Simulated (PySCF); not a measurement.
## Radial density of Cr²⁺ (chromium, charge +2)

UHF, [Ar] 3d4, high-spin 5D determinant. Computed with PySCF 2.14 in aug-cc-pwCVTZ-DK with one added diffuse shell each of s, p, d, f, g type (11s10p8d5f4g, 152 functions), with scalar relativity by spin-free X2C-1e.

```json
{"r (bohr)": "0.000867", "4πr²ρ (e/bohr)": "0.1248", "4πr²(ρα − ρβ)": "0.0000"}
{"r (bohr)": "0.00146", "4πr²ρ (e/bohr)": "0.3192", "4πr²(ρα − ρβ)": "0.0000"}
{"r (bohr)": "0.00245", "4πr²ρ (e/bohr)": "0.8032", "4πr²(ρα − ρβ)": "-0.0001"}
{"r (bohr)": "0.00413", "4πr²ρ (e/bohr)": "1.966", "4πr²(ρα − ρβ)": "-0.0002"}
{"r (bohr)": "0.00694", "4πr²ρ (e/bohr)": "4.599", "4πr²(ρα − ρβ)": "-0.0006"}
{"r (bohr)": "0.0117", "4πr²ρ (e/bohr)": "9.908", "4πr²(ρα − ρβ)": "-0.0012"}
{"r (bohr)": "0.0196", "4πr²ρ (e/bohr)": "18.50", "4πr²(ρα − ρβ)": "-0.0023"}
{"r (bohr)": "0.0330", "4πr²ρ (e/bohr)": "27.12", "4πr²(ρα − ρβ)": "-0.0036"}
{"r (bohr)": "0.0556", "4πr²ρ (e/bohr)": "27.53", "4πr²(ρα − ρβ)": "-0.0053"}
{"r (bohr)": "0.0935", "4πr²ρ (e/bohr)": "21.90", "4πr²(ρα − ρβ)": "-0.0070"}
{"r (bohr)": "0.157", "4πr²ρ (e/bohr)": "28.31", "4πr²(ρα − ρβ)": "0.0422"}
{"r (bohr)": "0.264", "4πr²ρ (e/bohr)": "27.51", "4πr²(ρα − ρβ)": "0.4517"}
{"r (bohr)": "0.445", "4πr²ρ (e/bohr)": "10.88", "4πr²(ρα − ρβ)": "1.7511"}
{"r (bohr)": "0.748", "4πr²ρ (e/bohr)": "13.34", "4πr²(ρα − ρβ)": "3.2096"}
{"r (bohr)": "1.26", "4πr²ρ (e/bohr)": "6.965", "4πr²(ρα − ρβ)": "2.3734"}
{"r (bohr)": "2.12", "4πr²ρ (e/bohr)": "0.8916", "4πr²(ρα − ρβ)": "0.6099"}
{"r (bohr)": "3.56", "4πr²ρ (e/bohr)": "0.03584", "4πr²(ρα − ρβ)": "0.0347"}
{"r (bohr)": "5.99", "4πr²ρ (e/bohr)": "4.337e-05", "4πr²(ρα − ρβ)": "0.0000"}
```

Densities and radii are taken from the X2C orbitals without a picture-change correction, which distorts them close to the nucleus.

(1) Where is the radial spin density 4πr²(ρα − ρβ) most negative, and why is it negative at all?

Answers

(1) Around r = 0.0935 bohr, down to -0.0070 e/bohr: exchange with the open shell polarises the paired shells in an unrestricted calculation.
